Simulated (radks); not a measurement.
The numbers below are computed, except where a source is named.
All-electron atom: Dy4+ in [Xe] 4f8 (the NIST ground configuration).

Level of theory: Dirac Kohn-Sham, PBE, spin-unpolarised, spherical densities, finite nucleus; open shells fill j = l - 1/2 first; Fermi nuclear charge, rms radius 5.2218 fm (a radial shooting solver on a logarithmic mesh with Libxc functionals).

Energy parts (eV):
| part | energy |
|---|---|
| total | -330999.35 |
| kinetic | 363045.87 |
| electron-nucleus | -812874.29 |
| Hartree | 125974.04 |
| exchange-correlation | -7144.97 |

Orbitals (lengths in bohr, moments of r in powers of bohr; r(90%) holds 90 % of the orbital's charge):
orbital,occ.,eigenvalue (eV),<r^2>,r(90%)
1s1/2,2,-53643.37,0.0006095,0.0382
2s1/2,2,-8973.497,0.009463,0.139
2p1/2,2,-8537.409,0.006847,0.123
2p3/2,4,-7737.325,0.008074,0.132
3s1/2,2,-2040.846,0.06278,0.344
3p1/2,2,-1850.477,0.05828,0.336
3p3/2,4,-1684.366,0.06523,0.355
3d3/2,4,-1356.907,0.05173,0.327
3d5/2,6,-1320.650,0.05366,0.333
4s1/2,2,-447.3574,0.3156,0.759
4p1/2,2,-372.1362,0.3304,0.784
4p3/2,4,-334.7228,0.3680,0.827
4d3/2,4,-210.6657,0.4159,0.899
4d5/2,6,-203.8360,0.4304,0.914
4f5/2,6,-55.3512,0.7260,1.27
4f7/2,2,-54.3399,0.7441,1.29
5s1/2,2,-95.0017,1.743,1.78
5p1/2,2,-73.2703,2.115,1.98
5p3/2,4,-67.6086,2.368,2.10

The highest occupied level is 4f7/2 at -54.340 eV. Summed over all electrons, <r^2> = 31.14 bohr^2, which gives a Langevin (diamagnetic) susceptibility term of -24.7 x 10^-6 cm^3/mol. The density falls to 0.001 e/bohr^3 at r = 3.04 bohr. The electron density at the nucleus is 7.403e+05 e/bohr^3.
